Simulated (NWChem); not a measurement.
System: GaH2OCl; SMILES [OH][GaH][Cl]

NWChem input:

```
start job
memory heap 200 mb stack 900 mb global 1100 mb
geometry units angstroms noautoz
  Ga    -0.302465     0.433371     0.000000
  H     -1.775529     0.924184     0.000000
  Cl     0.184990    -1.649285     0.000000
  O      1.138279     1.468787     0.000000
  H      0.953486     2.413849     0.000000
end
basis spherical
  * library def2-tzvp
end
dft
  xc pw6b95
  iterations 150
  mulliken
end
task dft energy
```

Excerpt of the output:

```
             Northwest Computational Chemistry Package (NWChem) 7.3.0
             --------------------------------------------------------

 CS  symmetry detected

                             Geometry "geometry" -> ""
                             -------------------------

 Output coordinates in angstroms (scale by  1.889725989 to convert to a.u.)

  No.       Tag          Charge          X              Y              Z
 ---- ---------------- ---------- -------------- -------------- --------------
    1 Ga                  31.0000    -0.36500254     0.40193503     0.00000000
    2 H                    1.0000    -1.86708596     0.79507667     0.00000000
    3 Cl                  17.0000     0.25799904    -1.64426570     0.00000000
    4 O                    8.0000     1.00472895     1.52961636     0.00000000
    5 H                    1.0000     0.75834961     2.46052337     0.00000000

 Effective nuclear repulsion energy (a.u.)     254.9327617670

      Symmetry information
      --------------------

 Group name             Cs
 Group number              2
 Group order               2
 No. of unique centers     5

                                 NWChem DFT Module
                                 -----------------

 Summary of "ao basis" -> "ao basis" (spherical)
 ------------------------------------------------------------------------------
       Tag                 Description            Shells   Functions and Types
 ---------------- ------------------------------  ------  ---------------------
 Ga                        def2-tzvp                16       48   6s5p4d1f
 H                         def2-tzvp                 4        6   3s1p
 Cl                        def2-tzvp                13       37   5s5p2d1f
 O                         def2-tzvp                11       31   5s3p2d1f

      Symmetry analysis of basis
      --------------------------

        a'         88
        a"         40

            General Information
            -------------------
          SCF calculation type: DFT
          Wavefunction type:  closed shell.
          No. of atoms     :     5
          No. of electrons :    58
           Alpha electrons :    29
            Beta electrons :    29
          Charge           :     0
          Spin multiplicity:     1
          Use of symmetry is: on ; symmetry adaption is: on
          Maximum number of iterations: 150
          AO basis - number of functions:   128
                     number of shells:    48
          Convergence on energy requested:  1.00D-06
          Convergence on density requested:  1.00D-05
          Convergence on gradient requested:  5.00D-04

              XC Information
              --------------
                       PW6B95 Method XC Functional
                     Hartree-Fock (Exact) Exchange  0.280
                    PW6B95 GGA Exchange Functional  0.720
                      PW6B95 Correlation Potential  1.000

             Grid Information
             ----------------
          Grid used for XC integration:  medium
          Radial quadrature: Mura-Knowles
          Angular quadrature: Lebedev.
          Tag              B.-S. Rad. Rad. Pts. Rad. Cut. Ang. Pts.
          ---              ---------- --------- --------- ---------
          Ga                  1.30      112           9.0       590
          H                   0.35       45          11.0       434
          Cl                  1.00       88          11.0       590
          O                   0.60       49          10.0       434
          Grid pruning is: on
          Number of quadrature shells:   339
          Spatial weights used:  Erf1

      Superposition of Atomic Density Guess
      -------------------------------------

 Sum of atomic energies:       -2458.48629854

      Non-variational initial energy
      ------------------------------

 Total energy =   -2458.958765
 1-e energy   =   -3932.420485
 2-e energy   =    1218.528958
 HOMO         =      -0.406576
 LUMO         =      -0.001194

      Symmetry analysis of molecular orbitals - initial
      -------------------------------------------------

  Numbering of irreducible representations:

     1 a'          2 a"

  Orbital symmetries:

     1 a'          2 a'          3 a'          4 a'          5 a'
     6 a"          7 a'          8 a'          9 a'         10 a'
    11 a"         12 a'         13 a'         14 a'         15 a"
    16 a'         17 a'         18 a'         19 a"         20 a"
    21 a'         22 a'         23 a'         24 a'         25 a'
    26 a"         27 a'         28 a"         29 a'         30 a'
    31 a"         32 a'         33 a'         34 a'         35 a'
    36 a"         37 a'         38 a'         39 a"

     ---------------------------------------------
      Total Density - Mulliken Population Analysis
     ---------------------------------------------

    Atom       Charge   Shell Charges
 -----------   ------   -------------------------------------------------------
    1 Ga  31    29.94   2.00  2.00  1.17  0.80  0.69  0.38  5.98  4.44  1.56  0.59  0.16  8.87  1.15  0.03  0.08  0.05
    2 H    1     1.04   0.20  0.50  0.33  0.01
    3 Cl  17    17.50   2.01  0.45  1.52  1.12  0.84  4.19  1.69  1.12  2.98  1.58  0.00  0.01  0.00
    4 O    8     8.97   0.79  1.18  0.60  0.96  0.25  2.05  2.21  0.92  0.00  0.01  0.00
    5 H    1     0.56   0.20  0.26  0.06  0.04

   convergence    iter        energy       DeltaE   RMS-Dens  Diis-err
 ---------------- ----- ----------------- --------- --------- ---------
 d= 0,ls=0.0,diis     1  -2462.9076878308 -2.72D+03  8.60D-03  1.08D+00
 d= 0,ls=0.0,diis     2  -2462.7722653740  1.35D-01  5.62D-03  2.22D+00
 d= 0,ls=0.0,diis     3  -2462.9882910077 -2.16D-01  1.16D-03  1.24D-01
 d= 0,ls=0.0,diis     4  -2462.9974943533 -9.20D-03  5.40D-04  1.15D-02
 d= 0,ls=0.0,diis     5  -2462.9987804489 -1.29D-03  1.05D-04  5.06D-04
  Resetting Diis
 d= 0,ls=0.0,diis     6  -2462.9988319549 -5.15D-05  2.46D-05  4.86D-05
 d= 0,ls=0.0,diis     7  -2462.9988340497 -2.09D-06  1.45D-05  5.52D-06
 d= 0,ls=0.0,diis     8  -2462.9988338686  1.81D-07  8.05D-06  1.07D-05

         Total DFT energy =    -2462.998833868572
      One electron energy =    -3933.755142426881
           Coulomb energy =     1330.003167380822
    Exchange-Corr. energy =     -114.179620589551
 Nuclear repulsion energy =      254.932761767038

 Numeric. integr. density =       58.000017858561

                  Occupations of the irreducible representations
                  ----------------------------------------------

                     irrep           alpha         beta
                     --------     --------     --------
                     a'               22.0         22.0
                     a"                7.0          7.0

                       DFT Final Molecular Orbital Analysis
                       ------------------------------------

 Vector   27  Occ=2.000000D+00  E=-3.554930D-01  Symmetry=a'
              MO Center=  6.9D-04,  1.7D-01,  1.5D-14, r^2= 4.0D+00
   Bfn.  Coefficient  Atom+Function         Bfn.  Coefficient  Atom+Function
  ----- ------------  ---------------      ----- ------------  ---------------
    97      0.270912  4 O  px                70     -0.236838  3 Cl py
   100      0.220232  4 O  px                16     -0.212767  1 Ga px
    69     -0.202338  3 Cl px                50      0.166502  2 H  s
   103      0.156085  4 O  px                73     -0.147687  3 Cl py
    51      0.137848  2 H  s                 72     -0.131896  3 Cl px

 Vector   28  Occ=2.000000D+00  E=-3.354293D-01  Symmetry=a"
              MO Center=  4.7D-01, -5.8D-01, -3.2D-15, r^2= 3.3D+00
   Bfn.  Coefficient  Atom+Function         Bfn.  Coefficient  Atom+Function
  ----- ------------  ---------------      ----- ------------  ---------------
    71      0.440983  3 Cl pz                74      0.285832  3 Cl pz
    99     -0.267338  4 O  pz               102     -0.223473  4 O  pz
    68      0.213444  3 Cl pz               105     -0.174809  4 O  pz
    62     -0.169815  3 Cl pz                65     -0.081434  3 Cl pz
    23      0.075700  1 Ga d -1              38     -0.037476  1 Ga d -1

 Vector   29  Occ=2.000000D+00  E=-3.274467D-01  Symmetry=a'
              MO Center=  6.1D-02, -8.9D-01, -2.5D-15, r^2= 3.2D+00
   Bfn.  Coefficient  Atom+Function         Bfn.  Coefficient  Atom+Function
  ----- ------------  ---------------      ----- ------------  ---------------
    69      0.461845  3 Cl px                72      0.298370  3 Cl px
    66      0.224011  3 Cl px                60     -0.177607  3 Cl px
    97      0.160395  4 O  px                51      0.146782  2 H  s
   100      0.131784  4 O  px                50      0.128507  2 H  s
    16     -0.102098  1 Ga px               103      0.096492  4 O  px

 Vector   30  Occ=0.000000D+00  E=-4.183340D-02  Symmetry=a"
              MO Center= -5.1D-01,  3.7D-01, -5.5D-15, r^2= 3.9D+00
   Bfn.  Coefficient  Atom+Function         Bfn.  Coefficient  Atom+Function
  ----- ------------  ---------------      ----- ------------  ---------------
    21      0.718518  1 Ga pz                18      0.451796  1 Ga pz
    74     -0.209226  3 Cl pz                12     -0.173443  1 Ga pz
   105     -0.163083  4 O  pz                99     -0.146710  4 O  pz
    71     -0.132269  3 Cl pz               102     -0.116345  4 O  pz
    40      0.100872  1 Ga d  1              68     -0.082505  3 Cl pz

[...]
```

Level: PW6B95/def2-TZVP. Geometry: optimised at PBE0/def2-SVP.
